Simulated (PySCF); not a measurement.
Compound: C₉H₉ (doublet state).
Structure used (GFN2-xTB), in Å, numbered top down from 1:
```
atom  x, y, z in Å
C1    -0.5574    3.3497   -1.4493
C2    -0.2153    2.2550   -1.0971
C3     0.1985    0.9528   -0.6804
C4    -0.6863   -0.0145   -0.7203
C5    -1.7067   -0.8770   -0.8897
C6    -2.6147   -1.2325    0.0774
C7     1.5918    0.8428   -0.2476
C8     2.1346   -0.2098    0.3614
C9     1.4134   -1.4664    0.7080
H10   -0.8493    4.3095   -1.7559
H11   -1.7856   -1.3473   -1.8666
H12   -3.3973   -1.9378   -0.1302
H13   -2.5742   -0.8047    1.0634
H14    2.1898    1.7223   -0.4443
H15    3.1814   -0.1655    0.6317
H16    1.9346   -2.0113    1.4918
H17    0.3977   -1.2435    1.0354
H18    1.3362   -2.1152   -0.1659
```

The hyperfine couplings belong to this conformer and change with its torsions.

As a line formula: `C#CC(=[C]\C=C)/C=C\C` [radical].

Method used: UKS B3LYP, pcH-1 on C H, non-relativistic, mean-field spin-orbit, GIAO (PySCF 2.14.0). Geometry: GFN2-xTB, one conformer, isolated molecule. A GFN2-xTB geometry isn't a minimum of the functional, and hyperfine couplings can be far from their values at a DFT geometry. No stability test was run, so a lower SCF solution isn't excluded. ⟨S²⟩ is 0.780 where a pure state has 0.75.

The largest Mulliken spin populations are on C6 (+0.70), C4 (+0.66), C5 (-0.26) and C3 (-0.10). The angles at C6 add up to 360.0°, so it is planar; its axial dipolar tensor and the negative couplings of its protons fit spin in a p orbital normal to that plane.

(1) McConnell's relation a(H) = Q·ρ ties the coupling of a proton on a planar π carbon to the spin population of that carbon. What Q do the computed values give?

Results:

(1) 
```json
{"H": "H11", "C": "C5", "ρ(C)": "-0.259", "a(H) (G)": "+6.98", "a/ρ (G)": "-27.0"}
{"H": "H12", "C": "C6", "ρ(C)": "+0.702", "a(H) (G)": "-15.33", "a/ρ (G)": "-21.8"}
{"H": "H13", "C": "C6", "ρ(C)": "+0.702", "a(H) (G)": "-14.94", "a/ρ (G)": "-21.3"}
```

A least-squares line through the origin gives Q = -21.9 G with Mulliken populations. In every row coupling and population have opposite signs. Where ρ is negative the coupling is positive.

Couplings in gauss use g_iso = 2.0024.
